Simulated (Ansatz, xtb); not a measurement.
This triplet is an excited state, 2.57 eV above the relaxed singlet at the level frozen-core CCSD(T)/cc-pVTZ // PBE0-D3(BJ)/def2-TZVP (Ansatz, a quantum-chemistry and plane-wave program).

Species: CFNSi, SMILES `[C-]#[N+][Si]F` (excited triplet) (charge 0, multiplicity 3).

Problem. Give a relaxed geometry from GFN2-xTB (xtb).

Solution. the end point of this relaxation (outside a Z-matrix the atoms follow the SMILES, hydrogens last).
Bonds (Å): C1–N2 1.189, N2–Si3 1.695, Si3–F4 1.627. Bond angles (°): C1–N2–Si3 179.8, N2–Si3–F4 112.1.
